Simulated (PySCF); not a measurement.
Frontier orbitals and the lowest excitations

Species: C5H8OSi.
Geometry (PBE0-D3(BJ)/def2-SVP, Å), atoms numbered from 1 in this order:
```
atom  x, y, z in Å
C1     3.7221   -0.4416   -0.2409
C2     2.4987   -0.7273   -0.7110
C3     1.3022   -0.1016   -0.2694
C4     0.2642    0.4304    0.1002
Si5   -1.2999    1.2138    0.6464
O6    -2.5722    0.1607    0.4856
C7    -2.9295   -0.4677   -0.7140
H8     4.6034   -0.9581   -0.6280
H9     3.8722    0.3124    0.5357
H10    2.3828   -1.4893   -1.4914
H11   -1.5138    2.4377   -0.1853
H12   -1.2239    1.5619    2.0878
H13   -3.7789   -1.1397   -0.5200
H14   -3.2401    0.2607   -1.4860
H15   -2.1005   -1.0710   -1.1266
```

Theory: TDDFT wB97X-D/def2-SVPD, vertical, gas phase, core orbitals frozen in the response (PySCF).

Frontier orbitals with the atoms that hold most of them (Löwdin shares over 4%, at most four atoms; ? is withheld):

| orbital | ε (eV) | atoms |
| --- | --- | --- |
| LUMO+2 | 2.23 | Si5 30%, C3 14%, C4 13%, C2 6% |
| LUMO+1 | 1.37 | Si5 22%, C4 21%, C3 20%, C2 7% |
| LUMO | 0.32 | ? |
| HOMO | ? | ? |
| HOMO-1 | -9.97 | C4 31%, C3 29%, O6 16%, Si5 5% |
| HOMO-2 | -10.21 | O6 42%, C4 12%, C7 11%, C3 9% |
| HOMO-3 | -10.84 | O6 48%, C7 15%, Si5 9%, H13 7% |

(1) Which atoms hold the LUMO, and with what shares?

(2) Which atoms hold the HOMO, and with what shares?

(3) What is the HOMO energy, and the HOMO–LUMO gap?

Answers

(1) C1 (bonded to C and 2 H) 28%; C2 (bonded to 2 C and H) 20%; C4 (bonded to C and Si) 17%; C3 (bonded to 2 C) 14%.

(2) C4 (bonded to C and Si) 26%; C1 (bonded to C and 2 H) 22%; C3 (bonded to 2 C) 22%; C2 (bonded to 2 C and H) 16%.

(3) ε(HOMO) = -9.02 eV; the gap is 9.34 eV (0.3433 hartree).

How does S1 compare with the orbital gap of 9.34 eV?

S1 is at 5.14 eV (f = 0.040), 4.21 eV below the gap, made of HOMO-1→LUMO (53%), HOMO→LUMO (17%), HOMO-2→LUMO (14%). Its leading pair isn't HOMO and LUMO; the energies of that pair differ by 10.29 eV. 

Next come S2 at 5.31 eV (f 0.212), HOMO→LUMO (57%), HOMO-1→LUMO (20%), HOMO-1→LUMO+1 (9%); S3 at 5.47 eV (f 0.030), HOMO→LUMO+1 (76%); S4 at 6.86 eV (f 0.054), HOMO-2→LUMO (38%), HOMO-1→LUMO+1 (20%), HOMO-2→LUMO+1 (19%); S5 at 7.04 eV (f 0.710), HOMO-1→LUMO+1 (40%), HOMO→LUMO (15%), HOMO-2→LUMO (9%).

Löwdin shares depend on the basis, the more so with diffuse functions.

One conformer stands for the species.
